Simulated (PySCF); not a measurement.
Structure elucidation problem

Molecular formula: C$_{4}$H$_{8}$OSi. Simulated spectra:

¹H NMR (400 MHz, computed): δ 3.05 (m, 1H), 2.22 (s, 3H), 1.04 (m, 2H), 0.71 (m, 2H).

¹³C{¹H} NMR (computed): δ 243.3 (C), 36.3 (CH3), 0.9 (CH2, 2C).

PySCF 2.14.0 with density-fitted response routines calculation with GFN2-xTB geometry and NMR shieldings at PBE0/pcSseg-1/GIAO; averaged over atoms made equivalent by symmetry, fast rotation or ring inversion, in vacuum, non-relativistic Hamiltonian, single conformer.

Scale: ¹H (σ = 31.72 ppm), ¹³C (σ = 186.93 ppm) against TMS (reference shieldings calculated alike).

Question: Which of these isomers gave the spectra?
A. [SiH3]OC=C1CC1
B. C=C([SiH3])CC=O
C. CC(=O)[SiH]1CC1
D. CC#C[SiH2]OC

Answer: C. 

1. Rings plus π bonds: 2 (1 ring in the answer).
2. 3 carbon signals for 4 carbons: some carbons are equivalent by symmetry or fast rotation.
3. Carbon types of the structure: 1 × C, 2 × CH2, 1 × CH3, leaving 1 H on heteroatoms.
4. δC 243.3: carbonyl carbon.
5. δC 36.3: methyl carbon α to a carbonyl; the adjacent C=O deshields it moderately.
6. δC 0.9: three-membered-ring carbon; carbons of three-membered rings are unusually shielded.
7. δH 2.22: hydrogen on a methyl carbon α to a carbonyl; α to C=O.
8. δH 1.04, 0.71: hydrogen on a three-membered-ring carbon; cyclopropane-type protons are shielded by the ring.

The others: C=C([SiH3])CC=O would give 4 carbon signals, not 3; CC#C[SiH2]OC would give 4 carbon signals, not 3; [SiH3]OC=C1CC1 would give 4 carbon signals, not 3.

Shifts are as computed. Against solution values, carbons near 30 ppm lie about +3 ppm off and those near 130 ppm about +5 ppm. Of 1211 compounds with measured shifts, 218 miss one by over three times the rms of a fit or turn the order of signals round; such compounds aren't used in these exercises. Multiplicities follow the n + 1 count of equivalent neighbours, as no J values were calculated; m marks all less simple cases, F and P coupling included.
